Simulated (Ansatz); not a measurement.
Start from `[AlH2][CH2][GeH3]` and change one atom or group to get `C[CH2][AlH2]`.

Ansatz, PBE0-D4/def2-TZVP geometries, multiplicity 1. 

Scalar relativity is left out up to krypton.

```json
{"property": "size of the dipole moment (PBE/def2-TZVPP) / D", "`[AlH2][CH2][GeH3]`": "0.98"}
{"property": "LUMO energy (B3LYP/def2-TZVPP) / eV", "`[AlH2][CH2][GeH3]`": "-1.67"}
{"property": "ideal-gas entropy at 298 K and 1 bar (rigid rotor, harmonic PBE0-D4/def2-TZVP) / J/(mol·K)", "`[AlH2][CH2][GeH3]`": "345"}
{"property": "LUMO energy (PBE/def2-TZVPP) / eV", "`[AlH2][CH2][GeH3]`": "-2.22"}
{"property": "size of the dipole moment (ωB97M-V/def2-TZVPP) / D", "`[AlH2][CH2][GeH3]`": "0.96"}
{"property": "HOMO–LUMO gap (ωB97M-V/def2-TZVPP) / eV", "`[AlH2][CH2][GeH3]`": "10.28"}
```

(1) What does the change do to each property? (Best estimate.)

Results:

(1) Computed: 
| property | `C[CH2][AlH2]` | shift |
| --- | --- | --- |
| size of the dipole moment (PBE/def2-TZVPP) / D | 0.83 | -0.15 |
| LUMO energy (B3LYP/def2-TZVPP) / eV | -1.53 | 0.14 |
| ideal-gas entropy at 298 K and 1 bar (rigid rotor, harmonic PBE0-D4/def2-TZVP) / J/(mol·K) | 308 | -37 |
| LUMO energy (PBE/def2-TZVPP) / eV | -2.08 | 0.14 |
| size of the dipole moment (ωB97M-V/def2-TZVPP) / D | 0.76 | -0.20 |
| HOMO–LUMO gap (ωB97M-V/def2-TZVPP) / eV | 10.02 | -0.26 |

With PBE0 the HOMO rises by 0.45 eV and the LUMO rises by 0.15 eV, so the gap narrows by about 0.30 eV. PBE moves the HOMO by 0.49 eV and ωB97M-V by 0.40 eV. Dipoles are sizes alone; their direction can turn. Modes under 60 cm⁻¹, often nearly free rotors, make the harmonic entropy too high.

B3LYP here is the variant with VWN-RPA as its local correlation; programs differ in this.
